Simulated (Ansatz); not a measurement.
Spectroscopic constants of SF+, multiplicity 3 (lowest of 2S+1 = 1, 3, 5 at CCSD(T)/def2-TZVPP on PBE0 minima; our sources give no spin for the ground state, which may be another).

The constants come from a fifth-degree fit in 1/R (seven points, main isotopes). Runs in def2 and cc sets follow the lowest solution found near the PBE0 minimum.

Frozen-core correlation.

The values were computed with Ansatz (a quantum-chemistry and plane-wave program). Values without a source in brackets are computed.

Energies at CCSD(T)/aug-cc-pV(Q+d)Z:

```json
[
 {"R (Å)": "1.398581", "E (hartree)": "-497.06999221"},
 {"R (Å)": "1.436177", "E (hartree)": "-497.07764628"},
 {"R (Å)": "1.470766", "E (hartree)": "-497.08145239"},
 {"R (Å)": "1.509866", "E (hartree)": "-497.08275147"},
 {"R (Å)": "1.548966", "E (hartree)": "-497.08150826"},
 {"R (Å)": "1.594082", "E (hartree)": "-497.07762768"},
 {"R (Å)": "1.646716", "E (hartree)": "-497.07064414"}
]
```

Question: With a reduced mass of 11.9171 u, find the minimum, the force constant and the constants.

Answer: A fifth-degree polynomial in 1/R puts the minimum at r_e = 1.5087 Å with force constant 727 N/m. Then ω_e = (1/2πc)√(k/μ) = 1018 cm⁻¹ and B_e = h/(8π²cμr_e²) = 0.6214 cm⁻¹; the cubic and quartic terms give α_e = 0.0047 and ω_e x_e = 5.4 cm⁻¹.
